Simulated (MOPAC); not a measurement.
MOPAC input (MNDO):

```
MNDO PRECISE GNORM=0.05 LET XYZ CHARGE=1 GEO-OK AUX(PRECISION=9) THREADS=1
ClTe

Te   -0.00000000 1   -0.00000000 1   -0.55241785 1
Cl    0.00000000 1    0.00000000 1    1.68974872 1
```

What heat of formation does the run end on?

245.26 kcal/mol.
